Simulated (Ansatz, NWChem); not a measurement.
CH2BrI (bromoiodomethane): from total energies to a heat of formation

CH2BrI has 5 atoms, charge 0, and is taken as a singlet. SMILES: `BrCI`. The shape is that of a PBE0-D4/def2-TZVP optimisation.

Total energies at MP3/def2-SVP (core potential), 14 core orbitals frozen (NWChem 7.3.0); the atoms run unrestricted:

| species | state | energy (Eh) |
| --- | --- | --- |
| CH2BrI | singlet | -2908.247070 |
| Br | doublet | -2572.292270 |
| C | triplet | -37.708735 |
| I | doublet | -296.756756 |
| H | doublet | -0.499278 |

Harmonic wavenumbers at PBE0-D4/def2-TZVP, in cm⁻¹: 144, 540, 651, 768, 1097, 1179, 1422, 3148, 3236.

Measured heats of formation of the gaseous atoms at 298.15 K, in kJ/mol: Br 111.9, C 716.9, I 106.8, H 218.0. Spin-orbit lowering of the atoms at 298 K (mean of the ground term's levels less their thermal mean, from spectra), in kJ/mol: Br 14.69, C 0.02, I 30.32. Take 1 Eh = 2625.50 kJ/mol, 1 cm⁻¹ = 0.0119627 kJ/mol, RT = 2.479 kJ/mol.

Work out the heat of formation of the gas at 298 K.


1. Electronic atomisation energy: (-2572.292270) + (-37.708735) + (-296.756756) + 2 × (-0.499278) − (-2908.247070) = 0.490753 Eh = 1288.5 kJ/mol.
2. Zero-point energy: half the sum of the wavenumbers, 6092.5 cm⁻¹ = 72.9 kJ/mol.
3. Thermal vibrational enthalpy, Σ hcν̃/(exp(hcν̃/kT) − 1): 2.9 kJ/mol. Translation, rotation and pV of a non-linear molecule: 4 RT = 9.9 kJ/mol.
4. The 5 free atoms carry 5/2 RT each: 31.0 kJ/mol.
5. Spin-orbit coupling lowers the free atoms by 14.69 + 0.02 + 30.32 = 45.0 kJ/mol.
6. Atomisation enthalpy at 298 K: 1288.5 − 45.0 − 72.9 − 2.9 − 9.9 + 31.0 = 1188.8 kJ/mol.
7. Sum of the atoms' heats of formation: 1371.6 kJ/mol. Heat of formation: 1371.6 − 1188.8 = +182.8 kJ/mol.

No measured value is set beside it here. A double-zeta basis underbinds. Anharmonicity and any spin-orbit splitting of the molecule are left out, and so is core correlation.
